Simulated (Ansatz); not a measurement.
A structure relaxed at PBE-D4/def2-SVP in Ansatz, charge 1, doublet:

| atom | x (Å) | y (Å) | z (Å) |
| --- | --- | --- | --- |
| Au1 | 0.507 | -0.091 | -0.320 |
| Au2 | 1.969 | 0.257 | -2.645 |
| Au3 | -1.828 | -1.549 | 4.266 |
| Au4 | -0.783 | -0.239 | 2.093 |
| Au5 | 0.509 | 2.376 | -3.679 |
| H6 | 2.182 | 1.110 | -4.042 |
| H7 | -3.232 | -2.300 | 5.121 |
| H8 | 1.884 | -0.749 | -1.219 |
| H9 | -0.899 | 0.476 | 0.532 |
| H10 | -0.715 | 3.388 | -3.529 |
| H11 | 3.256 | -0.589 | -3.100 |
| H12 | -2.730 | -2.958 | 4.953 |
| H13 | 0.488 | 1.338 | -2.259 |
| H14 | -0.607 | -0.470 | 3.828 |

Question: Give its formula.

Answer: the cluster H9Au5⁺.

Question: Summarise the bond lengths by kind (pairs closer than 1.2 times the sum of covalent radii, bridged metal pairs left out).

Answer: 13 × Au–H 1.60 to 1.87 Å.

In the def2 sets Au takes a core potential; there is no spin–orbit coupling. In the doublet, H7 and H12 lie 0.84 Å apart (atoms count from 1), so H2 has formed as a molecule. Another isomer (doublet) lies 0.13 eV lower at PBE0-D4/def2-TZVP; other spin states weren't run for this one.
